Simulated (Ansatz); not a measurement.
Reaction (SMILES): O[Si](Cl)(Cl)Cl [trichloro(hydroxy)silane] + 3 [SiH4] (SiH4) -> O[SiH3] + 3 [SiH3]Cl [chlorosilane]
Each molecule is optimised on its own at B3LYP-D3(BJ)/def2-TZVP (Ansatz, a first-principles code), one conformer each, not searched for the lowest.
Geometry of the first species:
```xyz
6

Si     0.2280    -0.0390     0.1385
Cl     0.3609     1.6070    -1.0631
Cl    -0.2065    -1.6452    -1.0459
Cl    -1.2385     0.2241     1.5130
O      1.6023    -0.2744     0.9646
H      2.4188    -0.4195     0.4774
```

Quantity: bond separation energy (electronic energy difference), in kcal/mol. Cores are frozen in the correlated levels unless marked. No spin-orbit coupling. Non-relativistic. CBS marks a two-point X^-3 extrapolation of the correlation energy; Hartree-Fock from the larger set.

| level | program | bond separation energy (kcal/mol) | minus last row |
|---|---|---|---|
| r2SCAN/def2-TZVPD | Ansatz | 9.5 | 1.4 |
| r2SCAN-D3(BJ)/def2-TZVPD | Ansatz + dftd3 | 9.9 | 1.8 |
| LC-wPBE-D3(BJ)/def2-TZVPD | Ansatz + dftd3 | 8.9 | 0.8 |
| B2GP-PLYP/def2-TZVPD | Ansatz | 7.2 | -0.9 |
| RPA@PBE/cc-pV(T+d)Z | Ansatz | 7.7 | -0.4 |
| MP2/cc-pVTZ | Ansatz | 8.8 | 0.7 |
| CCSD/STO-3G | Ansatz | 0.4 | -7.7 |
| CCSD/CBS(cc-pV(T+d)Z,cc-pV(Q+d)Z) | Ansatz | 7.0 | -1.1 |
| CCSD(T)/6-31G* | Ansatz | 11.4 | 3.3 |
| CCSD(T)/CBS(cc-pV(T+d)Z,cc-pV(Q+d)Z) | Ansatz | 8.1 | 0.0 |
